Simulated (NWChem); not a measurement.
All runs are NWChem calculations. System: C$_{2}$H$_{3}$Cl$_{2}$FSi, charge 0, spin multiplicity 1, at a geometry optimised with B3LYP/def2-SVP. The structure started from a generated list of species. Level: MP2/def2-SVP, 18 core orbitals frozen.

Job file:

```
start mol
memory heap 200 mb stack 800 mb global 1000 mb
geometry units angstroms nocenter noautoz
  F      0.111713    -2.038496     0.000000
  C      0.444766    -0.733614     0.000000
  Si     2.307700    -0.347214     0.000000
  C     -0.550022     0.173936     0.000000
  Cl    -2.220308    -0.264614     0.000000
  Cl    -0.193395     1.874310     0.000000
  H      2.672797     0.430647     1.215562
  H      2.672797     0.430647    -1.215562
  H      3.005664    -1.660605     0.000000
  symmetry group Cs
end
basis spherical
  * library def2-svp
end
scf
  rhf
  nopen 0
  maxiter 100
  thresh 1e-7
  semidirect memsize 60000000 filesize 0
end
mp2
  freeze core 18
end
task mp2 energy
```

Output (cleaned and shortened):

```
             Northwest Computational Chemistry Package (NWChem) 7.3.0
             --------------------------------------------------------

                                NWChem Input Module
                                -------------------

 Scaling coordinates for geometry "geometry" by  1.889725989
 (inverse scale =  0.529177249)

 Turning off AUTOSYM since
 SYMMETRY directive was detected!

                             Geometry "geometry" -> ""
                             -------------------------

 Output coordinates in angstroms (scale by  1.889725989 to convert to a.u.)

  No.       Tag          Charge          X              Y              Z
 ---- ---------------- ---------- -------------- -------------- --------------
    1 F                    9.0000     0.11171300    -2.03849600     0.00000000
    2 C                    6.0000     0.44476600    -0.73361400     0.00000000
    3 Si                  14.0000     2.30770000    -0.34721400     0.00000000
    4 C                    6.0000    -0.55002200     0.17393600     0.00000000
    5 Cl                  17.0000    -2.22030800    -0.26461400     0.00000000
    6 Cl                  17.0000    -0.19339500     1.87431000     0.00000000
    7 H                    1.0000     2.67279700     0.43064700     1.21556200
    8 H                    1.0000     2.67279700     0.43064700    -1.21556200
    9 H                    1.0000     3.00566400    -1.66060500     0.00000000

 Effective nuclear repulsion energy (a.u.)     416.6060214800

            Nuclear Dipole moment (a.u.)
            ----------------------------
        X                 Y               Z
 ---------------- ---------------- ----------------
    -0.0000226767    -0.0000132281     0.0000000000

      Symmetry information
      --------------------

 Group name             Cs
 Group number              2
 Group order               2
 No. of unique centers     8

      Symmetry unique atoms

     1    2    3    4    5    6    7    9


 Summary of "ao basis" -> "" (spherical)
 ------------------------------------------------------------------------------
[...]
     1   1 0 0      0.569506      0.000000     -0.000023
     1   0 1 0      0.297811      0.000000     -0.000013
     1   0 0 1      0.000000      0.000000      0.000000

     2   2 0 0    -39.863382      0.000000    662.199079
     2   1 1 0     -0.225512      0.000000    -52.360466
     2   1 0 1     -0.000000      0.000000      0.000000
     2   0 2 0    -44.315283      0.000000    380.454680
     2   0 1 1     -0.000000      0.000000      0.000000
     2   0 0 2    -42.204391      0.000000     10.553145

                   NWChem MP2 Semi-direct Energy/Gradient Module
                   ---------------------------------------------

  Basis functions       =    111
  Molecular orbitals    =    111
  Frozen core           =     18
  Frozen virtuals       =      0
  Active alpha occupied =     18
  Active beta occupied  =     18
  Active alpha virtual  =     75
  Active beta virtual   =     75
  Use MO symmetry       = T
  Use skeleton AO sym   = T

  AO/Fock/Back tols     =   1.0D-09  1.0D-09  1.0D-09

 GA uses MA = F    GA memory limited = T

 Available:
  local mem=  1.15D+08
 global mem=  1.31D+08
 local disk=  0.00D+00
  mp2_memr nvloc                    75
  nvloc new                    75
   1 passes of  18:        3145728                      59559                  25986771.
   1 passes of  18: M    114683656           G      131047358           F     111537928.

 Semi-direct pass number   1 of   1  for RHF alpha+beta  at        3.7s
  vrange nnbf                  5657
  mp2_eaftype                    99  avail_ma_in_mb                   999
 EAF : mp2_eaftype filesize          99   12993386.
  mp2_eaf for mointskh                     99
Node 0 wrote     61.1 Mb in      0.0 s     Agg I/O rate:  1811.8 Mb/s
 Done moints_semi at        8.2s
  mp2_eaftype                    99  avail_ma_in_mb                   900
 EAF : mp2_eaftype filesize          99   12993386.
  mp2_eaf for kh                    99
 Done maket at        8.6s
 Done multipass loop at        8.6s

          -------------------------------------------
          SCF energy               -1384.271531351743
          Correlation energy          -0.813145051891
          Singlet pairs               -0.501194796486
          Triplet pairs               -0.311950255405
          Total MP2 energy         -1385.084676403634
          -------------------------------------------

          ---------------------------------------------------
                    Spin Component Scaled (SCS) MP2
          Same spin pairs                     -0.207966836936
          Same spin scaling factor             0.333333333333
          Opposite spin pairs                 -0.605178214954
          Opposite spin scaling fact.          1.200000000000
          SCS-MP2 correlation energy          -0.795536136924
          Total SCS-MP2 energy             -1385.067067488667
          ---------------------------------------------------

 -----------------------
 Performance information
 -----------------------

 Timer overhead =  2.01D-07 seconds/call

               Nr. of calls         CPU time (s)                 Wall time (s)                GFlops
             ---------------    -------------------     ------------------------------   -------------------
Name         Min   Avg   Max    Min     Avg     Max     Min     Avg     Max   Mx/calls   Min     Max     Sum
mp2: moin     1     1     1    4.5     4.5     4.5      4.5     4.5     4.5     4.5      0.0     0.0     0.0
mp2: make     1     1     1   0.33    0.33    0.33     0.33    0.33    0.33    0.33      0.0     0.0     0.0
mp2: tota     1     1     1    4.9     4.9     4.9      4.9     4.9     4.9     4.9      0.0     0.0     0.0

 The average no. of pstat calls per process was 3.00D+00
 with a timing overhead of 6.03D-07s

 Task  times  cpu:        8.5s     wall:        8.5s

 Total times  cpu:        8.6s     wall:        8.6s
```
